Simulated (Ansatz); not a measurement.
CH$_{4}$O$_{3}$W (`[CH3][W](=[O])(=[O])[OH]`). The species carries charge 0 and has multiplicity 1. W: def2 effective core potential.

Z-matrix (Å, degrees):
```
C
W 1 2.109
H 1 1.094 2 109.6
H 1 1.092 2 110.4 3 119.6
H 1 1.094 2 110.0 3 -120.5
O 2 1.703 1 105.3 3 -178.1
O 2 1.704 1 105.1 3 -62.1
O 2 1.880 1 109.2 3 58.8
H 8 0.959 2 128.0 1 113.7
```

Problem. List the harmonic frequencies (cm⁻¹, unscaled) at PBE0-D4/def2-TZVP in Ansatz. (Estimate.)

Solution. Computed: 141, 175, 198, 226, 244, 287, 358, 562, 596, 651, 697, 749, 1012, 1056, 1224, 1416, 1424, 3043, 3135, 3143, 3911.

Problem. Is this a minimum?

Solution. Yes, all 21 modes are real.

Problem. Give the ideal-gas thermochemistry at 298.15 K and 1 bar (rigid rotor, harmonic oscillator; point group C1, symmetry number 1).

Solution. Zero-point energy 145.0 kJ/mol; H(298) − E = 166.5 kJ/mol; entropy 354.9 J/(mol·K), of which translation 177.6, rotation 111.3, vibration 66.0; G(298) − E = 60.7 kJ/mol.

Problem. Rotational constants (cm⁻¹)?

Solution. 0.1206, 0.1083, 0.101.
